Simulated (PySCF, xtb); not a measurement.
Ga(Cl)2(NH2) (Cl2GaH2N), SMILES [NH2][Ga]([Cl])[Cl].

GFN2-xTB run with xtb at its own geometry gives an orbital gap of 3.71 eV and a dipole moment of 2.00 D.

Geometry optimised at PBE0-D3(BJ)/def2-SVP. The structure was generated by enumeration; whether it is a known compound was not checked. Other conformers were not sampled.

**Question.** What does r2SCAN/def2-TZVP in PySCF give? (Estimate from the structure and the level; the computed values follow.)

**Answer.** gap 5.27 eV (levels -6.98 and -1.71 eV), dipole 2.75 D.
